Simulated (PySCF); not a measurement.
# Working out the electron affinity of Br

Br- [Kr] (1S) → Br [Ar] 3d10 4s2 4p5 (2P). Calculation: PySCF 2.14, in x2c-TZVPPall with one added diffuse shell each of s, p, d type (7s6p5d1f, 57 functions); the spin-free X2C one-electron Hamiltonian (Gaussian nucleus). Frozen: [Ne]. Energies in hartree (1 hartree = 27.21139 eV):

| part | Br- (lower) | Br (upper) |
| --- | --- | --- |
| UHF | -2604.502052 | -2604.415453 |
| MP2 opposite-spin | -0.247815 | -0.222286 |
| MP2 same-spin | -0.113328 | -0.100433 |

Problem. What does Hartree-Fock give?

Solution. (-2604.415453) − (-2604.502052) = 0.086599 hartree = 2.356 eV.

Problem. What do MP2 and SCS-MP2 (6/5 opposite-spin, 1/3 same-spin) give?

Solution. The opposite-spin parts differ by 0.695 eV and the same-spin parts by 0.351 eV. MP2: 2.356 + (0.695) + (0.351) = 3.402 eV. SCS-MP2: 2.356 + 1.2 × (0.695) + (0.351)/3 = 3.307 eV.

A first-order spin-orbit estimate adds -0.148 eV to MP2 (valence and next inner shell), giving 3.254 eV against 3.364 eV (measured; photodetachment measurements, as compiled on the Wikipedia data page of electron affinities).

What remains against the reference includes basis incompleteness, the frozen core and correlation beyond second order.
